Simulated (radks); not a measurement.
The mean radii <r> (bohr) of the occupied orbitals of an atom or ion are listed with their occupations. Method: scalar-relativistic Kohn-Sham, PBE, spin-unpolarised, spherical densities, point nucleus; computed with a radial shooting solver on a logarithmic mesh with Libxc functionals.

orbital  occ.      <r>
1s          2  0.03263
2s          2   0.1406
2p          6   0.1225
3s          2   0.3534
3p          6   0.3448

Name the element and its charge.

Answer. Z = 45, rhodium, charge +27: Rh27+ in [Ar]. The 1s radius gives Z: for a bare nucleus <r> = (2 gamma + 1)/(2Z) with gamma = sqrt(1 - (Z/c)^2), 0.0321 bohr for Z = 45, and screening makes it slightly larger (0.03263 here). The occupations add up to 18, and the charge is Z minus that.
